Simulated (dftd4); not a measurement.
C₄H₁₀Zn, charge -1, doublet, at a GFN2-xTB geometry (such geometries of metal compounds can be far from the true shape) (a state made from the parent by changing its charge; the spin is typed, not shown lowest); dftd4 with D4 for r2scan.

Here is a job for dftd4.
```
$ dftd4 mol.xyz --func r2scan --charge -1 --json dftd4.json --noedisp --grad

# file mol.xyz
15

Zn    -0.35930238     0.19506218     0.98319154
C      1.78502850    -0.89349234     0.43956612
C      1.50710689    -2.04326871    -0.51812868
H      2.39056773    -1.27553541     1.27998039
H      2.42210181    -0.15663541    -0.07710398
H      0.92581332    -1.69676843    -1.37388009
H      0.93021212    -2.83105239    -0.02454080
H      2.42224247    -2.52202426    -0.92043499
C     -1.54664665     0.77263080    -1.09910601
C     -0.58453548     1.53442689    -1.99925380
H     -2.47886524     1.35702728    -1.00783381
H     -1.82989023    -0.16443712    -1.60656393
H      0.34314941     0.97508633    -2.12829590
H     -0.32719072     2.50400299    -1.56264791
H     -0.98478914     1.73669102    -3.01289071
```

It wrote (shortened):

```
                    ____  _____ _____     ____  _  _
      -------------|  _ \|  ___|_   _|---|  _ \| || |------------
     |             | | | | |_    | | ___ | | | | || |_           |
     |             | |_| |  _|   | ||___|| |_| |__   _|          |
     |             |____/|_|     |_|     |____/   |_|            |
     |             ===================================           |
     |            E. Caldeweyher, S. Ehlert & S. Grimme          |
     |          Mulliken Center for Theoretical Chemistry        |
     |                    University of Bonn                     |
      -----------------------------------------------------------

Rational (Becke-Johnson) damping: r2scan-D4-ATM
---------------------
  s6         1.0000
  s8         0.6019
  s9         1.0000
  a1         0.5156
  a2         5.7734
 alp        16.0000
--------------------

Dispersion energy:      -3.5375390815486E-03 Eh

Gradient norm:           2.9726706134281E-03 Eh/a0
--------------------------------------------------
     #    Z           dE/dx      dE/dy      dE/dz
--------------------------------------------------
     1   30 Zn    6.326E-04 -3.375E-04 -1.735E-03
     2    6 C    -1.387E-03  7.308E-04  4.283E-04
     3    6 C     3.780E-05 -8.874E-05 -1.554E-05
     4    1 H     8.553E-07 -2.527E-06 -1.244E-05
     5    1 H     6.276E-06 -3.382E-05  2.067E-05
     6    1 H     3.038E-05 -2.517E-05  2.221E-05
     7    1 H     2.436E-05 -7.648E-06 -2.819E-06
     8    1 H     9.525E-06 -1.406E-05  1.672E-06
     9    6 C     7.169E-04 -3.720E-04  1.410E-03
    10    6 C    -8.284E-06  7.219E-05 -6.488E-05
    11    1 H     7.228E-06 -2.370E-06 -1.023E-05
    12    1 H    -1.307E-05  3.750E-05 -8.714E-07
    13    1 H    -3.398E-05  2.748E-05 -1.156E-05
    14    1 H    -1.657E-05  3.321E-06 -1.981E-05
    15    1 H    -6.669E-06  1.245E-05 -9.594E-06
--------------------------------------------------

Virial:
--------------------------------------------------
      component           x          y          z
--------------------------------------------------
          x      -6.904E-03  3.035E-03 -1.318E-03
          y       3.035E-03 -1.055E-03  3.553E-04
          z      -1.318E-03  3.553E-04 -5.449E-03
--------------------------------------------------

[Info] Dispersion results written to 'dftd4.txt'
[Info] JSON dump of results written to 'dftd4.json'
```
